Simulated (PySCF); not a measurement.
## RuH and its ions

PBE0; basis H def2-TZVPPD, Ru def2-TZVPPD with ECP28; scalar-relativistic core potentials; PySCF 2.14. Neutral (UKS): quartet (σ ↑, δ ↑↑), Re = 1.577 Å, ωe = 1990 cm⁻¹, De = 2.63 eV, HOMO -5.58 eV, LUMO -2.03 eV.

RuH⁺ (UKS): quintet (σ ↑, π ↑, δ ↑↑), Re = 1.596 Å, ωe = 2016 cm⁻¹, De = 1.99 eV to H + Ru⁺ (4d7). The energies at the minima are -95.39273 hartree for RuH and -95.09376 for RuH⁺.

(1) Work out the adiabatic ionisation energy, without and with harmonic zero-point energies (1 hartree = 27.2114 eV, 1 eV = 8065.5 cm⁻¹), and the change of the bond length.

The metal atom is held in its measured ground configuration; semilocal functionals can put another filling of s and d lower by some tenths of an eV, and De to that atom would be smaller. These are scalar-relativistic numbers at best; spin–orbit coupling would shift them, the dissociation energy most. For an ion De counts to the pair picked by the measured ionisation energies or electron affinities, which need not be the lowest pair at this level. The state is the lowest single determinant that the PBE0 search found; with open d or f shells the true ground state can be another one.

Answers

(1) At PBE0: 0.29897 hartree = 8.135 eV between the minima; the zero-point term (2016.0 − 1990.0)/2 cm⁻¹ = +0.002 eV makes it 8.137 eV. Re changes by +1.9 pm against the neutral. The electron leaves a π orbital, which is non-bonding in a hydride.
